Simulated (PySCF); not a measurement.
**Polarisability and C₆ of Rh²⁺ (rhodium, charge +2)**

[Kr] 4d6 5s1, high-spin 6D determinant (an excited configuration). All numbers are calculated (PySCF 2.14, scalar relativity by spin-free X2C-1e, in ANO-RCC-VTZP). Coupled (time-dependent) response in atomic units; α is the mean over directions. The basis has no added diffuse functions, which lowers α and C₆.

```tsv
method	mean α (bohr³)	α xx, yy, zz	C₆ (like pair)	S(−4)
r2SCAN0	23.00	22.65, 22.65, 23.72	133.2	345.0
BP86	19.97	19.67, 19.67, 20.57	112.8	251.1
```

S(−4) is the Cauchy moment in α(ω) = α(0) + S(−4) ω² + …

Spin-orbit coupling is absent.

α(iu) at r2SCAN0:

| u (hartree) | α(iu) (bohr³) |
| --- | --- |
| 0 | 23.00 |
| 0.0500 | 22.18 |
| 0.100 | 20.10 |
| 0.200 | 15.11 |
| 0.300 | 11.36 |
| 0.500 | 7.360 |
| 0.750 | 5.142 |
| 1.00 | 3.961 |
| 1.50 | 2.645 |
| 2.00 | 1.896 |
| 3.00 | 1.093 |
| 5.00 | 0.4848 |

A single London oscillator, α(iu) = α/(1 + u²/ω²), gives C₆ = (3/4) ω α². Matching the computed C₆ needs ω = 4 × 133.2 / (3 × 23.00²) = 0.336 hartree.

For an ion, C₆ is the dispersion term alone; charge-induced terms of lower order in 1/R come first.

The components differ because the open shell of this determinant is not spherical; for a pure term their mean is the scalar polarisability.
